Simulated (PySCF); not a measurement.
Bonds broken one at a time in the series Ga Cl-H. Isolated molecules, 0 K electronic values unless said otherwise. Strings in code marks are SMILES.

Method: PBE-D3(BJ)/def2-TZVP // B3LYP-D3(BJ)/def2-TZVP run with PySCF. 

| species | dipole moment (D) |
|---|---|
| radical fragment (`[Cl][Ga][Cl]`) | 1.64 |
| whole molecule (`[Cl][GaH][Cl]`) | 1.65 |
| radical fragment (`[Cl][GaH]`) | ? |
| whole molecule (`[GaH2][Cl]`) | 1.88 |
| radical fragment (`[GaH2]`) | 0.24 |
| whole molecule (`[GaH3]`) | 0.00 |

**Question.** Fill in the missing entries.

**Answer.** 
- radical fragment (`[Cl][GaH]`), dipole moment (D): 1.90
